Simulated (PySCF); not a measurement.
Dipole moment (D) of eight silicon and germanium compounds: PBE beside M06-2X, computed with PySCF for isolated molecules in the bases named; differences from unrounded values. The eight are the first of their class met in an unordered collection, after screening for sound electronic states; none was chosen by its value, except that the dipole had to exceed 0.05 D. Each molecule has one DFT geometry for both levels.

```csv
molecule,basis,M06-2X,PBE,difference
"silylarsine (AsH5Si), SMILES [SiH3][AsH2]",def2-TZVPD,0.48,0.33,-0.15
"C2H9NOSi, SMILES CC[Si@@H](N)O",def2-TZVP,0.59,[?],[?]
"methyl(silylsulfanyl)silane (CH8SSi2), SMILES C[SiH2]S[SiH3]",def2-TZVP,1.60,1.51,-0.08
"GeF2ClBr, SMILES [F][Ge]([F])([Cl])[Br]",def2-TZVP,1.56,[?],[?]
"C₂H₆ClFSi₂, SMILES [SiH3]/C(Cl)=C/[SiH2]F",def2-TZVP,1.54,1.40,-0.15
"CH5FO2Si2, SMILES O=C(O)[Si@@H](F)[SiH3]",def2-TZVP,0.26,[?],[?]
"Cl3GeH3Si, SMILES [Ge]([Cl])([SiH3])([Cl])[Cl]",def2-TZVP,3.06,2.83,-0.22
"FH6NSi2, SMILES F[SiH2][SiH2]N",def2-TZVP,1.26,1.26,0.00
```

**Question.** Fill in the missing entries. (Estimate from the structure and the level; the computed values follow.)

**Answer.** 
- CH5FO2Si2, SMILES O=C(O)[Si@@H](F)[SiH3], PBE: 0.39
- CH5FO2Si2, SMILES O=C(O)[Si@@H](F)[SiH3], difference: 0.12
- C2H9NOSi, SMILES CC[Si@@H](N)O, PBE: 0.55
- C2H9NOSi, SMILES CC[Si@@H](N)O, difference: -0.04
- GeF2ClBr, SMILES [F][Ge]([F])([Cl])[Br], PBE: 1.40
- GeF2ClBr, SMILES [F][Ge]([F])([Cl])[Br], difference: -0.16

PBE lies below M06-2X in 6 and above it in 1 of the eight; the mean signed difference is -0.08 and the largest -0.22 D.
